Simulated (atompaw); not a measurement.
**What one change does to a pseudopotential (Mg (Z = 12), PAW (atompaw))**

```json
{"Element": "Mg", "Generator": "atompaw 4.2.0.5", "Type": "PAW", "Functional": "PBE", "Relativity": "scalar-relativistic", "Frozen core": "[Ne]", "Valence charge": "2", "Reference configuration": "3s2 3p0", "Partial waves": "3s (bound); 3s channel at 4.75 Ry; 3p (bound, empty); 3p channel at 1.95 Ry", "Local potential": "troulliermartins scheme with l = 2 at 0.5 Ry, radius 1.95 bohr", "Core correction": "smooth core density matched at 1.70 bohr", "Augmentation charge": "sinc compensation charge, radius 2.30 bohr; PAW radius 2.50 bohr; waves and projectors: bloechl"}
```

Change: functional PBEsol.

Cutoffs: the cutoffs (Ry, on a coarse ladder) from which the occupation-weighted sum of valence levels, in a spherical-Bessel basis at the reference potential, stays within 10 and 1 mRy of its value at 400 Ry; they do not see the model core or the augmentation charge, which bear on the density cutoff.

**Question.** What does the change do?

**Answer.** The potential gets harder (8 Ry and 15 Ry → 8 Ry and 18 Ry); neither file shows a bound ghost.

| quantity | base | changed |
| --- | --- | --- |
| cutoff, loose | 8 Ry | 8 Ry |
| cutoff, tight | 15 Ry | 18 Ry |
| bound ghosts | none | none |
| s: phases at 2.51 bohr within 0.05 rad from the reference energy up to (Ry; the scan ends near 5) | to the end of the scan | to the end of the scan |
| p: phases at 2.51 bohr within 0.05 rad from the reference energy up to (Ry; the scan ends near 5) | 1.0 | 0.9 |
| lowest overlap eigenvalue by channel | s 0.40, p 0.09 | s 0.39, p 0.10 |

 The cutoffs see the waves, projectors and local potential, not the compensation charge or the core.
